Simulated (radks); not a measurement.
The numbers below are computed, except where a source is named.
Q: The thulium ion Tm8+ is in [Kr] 4d10 4f(5/2: 6, 7/2: 3) 5s2 5p(1/2: 2, 3/2: 2). Level of theory: Dirac Kohn-Sham, relativistic LDA (MacDonald-Vosko exchange, VWN5 correlation), spin-unpolarised, spherical densities, finite nucleus; Fermi nuclear charge, rms radius of each element as measured or else 0.836 A^(1/3) + 0.57 fm (a radial shooting solver on a logarithmic mesh with Libxc functionals). Sub-shells are occupied by j as written (lower j first in brackets). One electron is removed from 5p3/2, 5p1/2, 4f7/2, 4f5/2 in turn, with full relaxation. Which removal costs least, and what does each cost?

A: 5p3/2 149.63 eV; 4f7/2 158.35 eV; 5p1/2 158.99 eV; 4f5/2 159.98 eV. The 5p3/2 electron leaves first.
